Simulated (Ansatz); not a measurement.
`[GeH3][SeH]` + PH₃ → `P[SeH]` + GeH₄ at 298.15 K and 1 bar (ligand exchange at the Se–Ge bond).

Computed with Ansatz on PBE0-D4/def2-TZVP structures; ΔE is electronic, products minus reactants. CCSD(T)/CBS is the MP2 limit (def2-TZVPP, def2-QZVPP) plus CCSD(T) − MP2 in def2-TZVPP, frozen cores. This one scheme is used for every species. For Ge, Se outer-core shells are correlated without core-valence functions, which leaves a few kJ/mol of doubt a bond. Scalar relativity is left out up to krypton.

```csv
species,CCSD(T)/CBS energy (Eh),H − E (kJ/mol),S (J/(mol·K))
`[GeH3][SeH]`,-4479.23116,96.5,300.6
PH₃,-342.72256,73.1,210.2
`P[SeH]`,-2743.44381,80.6,280.3
GeH₄,-2078.49493,88.5,217.3
```

H − E and S are ideal-gas, rigid-rotor, harmonic terms from PBE0-D4/def2-TZVP. 1 Eh = 2625.50 kJ/mol, R = 8.31446 J/(mol·K).

By hand: ΔE, ΔH, ΔS and ΔG.

ΔE = (-2743.44381) + (-2078.49493) − (-4479.23116) − (-342.72256) = 0.01498 Eh = 39.3 kJ/mol. Δ(H − E) = 80.6 + 88.5 − 96.5 − 73.1 = -0.5, so ΔH = 38.8 kJ/mol. ΔS = 280.3 + 217.3 − 300.6 − 210.2 = -13.2 J/(mol·K). ΔG = 38.8 − 298.15 × (-13.2)/1000 = 42.7 kJ/mol.

By hand: the equilibrium constant, and the temperature at which ΔG would vanish if ΔH and ΔS stayed fixed.

log₁₀ K = −ΔG/(RT ln 10) = -7.5. ΔH and −TΔS have one sign here, so there is no such temperature.

The number of gas molecules stays the same, so ΔS is small and ΔH decides. A doubt of 5 kJ/mol in ΔE shifts log₁₀ K by 0.9 here. These are equilibria of isolated gas molecules and say nothing of rates. Largest T1 diagnostic: 0.013 (customary marks: 0.02 for closed shells, 0.045 for open ones).
